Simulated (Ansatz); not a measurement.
Si₃Au⁺, relaxed as a singlet with RKS r2SCAN-D4/def2-SVP in Ansatz, starting from the GFN2-xTB geometry. Force threshold 0.02 eV/Å.

In the def2 sets Au takes a core potential; there is no spin–orbit coupling. The restricted singlet is unstable towards broken spin symmetry in Hartree–Fock (as tested in another run); at r2SCAN-D4/def2-SVP this wasn't settled. No other spin state of charge 1 was run. Another isomer (singlet) lies 0.04 eV lower at PBE0-D4/def2-TZVP; other spin states weren't run for this one.

Start:

```xyz
4

Au    1.1567    2.4713    0.1971
Si   -0.0486   -3.0131    0.1502
Si   -0.2429   -0.8123   -0.0976
Si   -0.8652    1.3541   -0.2497
```

```
         step  energy (eV)  largest force component (eV/Å)  SCF passes
            1  -27307.6073                           1.083          48
            2  -27307.7099                           0.327          39
            3  -27307.8443                           0.508          44
            4  -27308.0875                           0.725          44
            5  -27308.3316                           0.568          38
            6  -27308.3819                           0.656          38
            7  -27308.4562                           0.260          38
            8  -27308.5182                           0.223          38
            9  -27308.5928                           0.353          38
           10  -27308.6819                           0.222          38
           11  -27308.7512                           0.162          39
           12  -27308.8359                           0.342          40
           13  -27308.9457                           0.304          39
14 (rejected)  -27308.9366                           0.388          38
           15  -27308.9835                           0.112          36
           16  -27308.9867                           0.020          33
```

Force components are those of the run's own axes.

End:

```xyz
4

Au    1.029    0.823    0.774
Si    0.264   -1.628    0.679
Si    0.014   -0.387   -1.216
Si   -1.307    1.192   -0.238
```

Bonds formed: Au1–Si2, Au1–Si3 (atoms count from 1).

No frequencies were taken in this run, so the end may be a saddle point.

Run time 33 s (4 threads of Arm Neoverse V2 on a shared host).
